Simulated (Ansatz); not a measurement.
Basis sets compared for n-GeGeSiH8 (SiGe2H8). Total charge 0; singlet. Geometry PBE0-D4/def2-SVP. Ansatz on 2 threads of Arm Neoverse V1 on a shared host; times are rough, and most runs start from earlier orbitals.

```
atom   x (Å)   y (Å)   z (Å)
 Ge1  -1.983  -0.134  -0.291
 Ge2   0.360  -0.233  -0.904
 Si3   1.731   0.311   0.967
  H4  -2.366   1.309   0.088
  H5  -2.247  -1.043   0.924
  H6  -2.880  -0.594  -1.455
  H7   0.701  -1.653  -1.403
  H8   0.633   0.751  -2.060
  H9   3.181   0.253   0.610
 H10   1.466  -0.656   2.077
 H11   1.404   1.690   1.446
```

Binding counts from free atoms (Ge triplet, Si triplet, H doublet) in the same basis, without a counterpoise term.

```tsv
level	functions	energy (Eh)	HOMO (eV)	LUMO (eV)	binding per atom (eV)	wall time
PBE-D4/def2-SVP	122	-4446.8906	-6.83	-0.69	2.71	2.1 s
PBE0-D4/def2-SVP	122	-4447.0426	-7.89	0.10	2.72	3.5 s
```

Task: Estimate the rows for PBE-D4/def2-TZVP (with forces), PBE0-D4/def2-TZVP.

Result: 
| level | functions | energy (Eh) | HOMO (eV) | LUMO (eV) | binding per atom (eV) | wall time |
| --- | --- | --- | --- | --- | --- | --- |
| PBE-D4/def2-TZVP (with forces) | 181 | -4447.5204 | -6.84 | -0.91 | 2.71 | 4.4 s |
| PBE0-D4/def2-TZVP | 181 | -4447.6681 | -7.87 | -0.10 | 2.72 | 5.5 s |
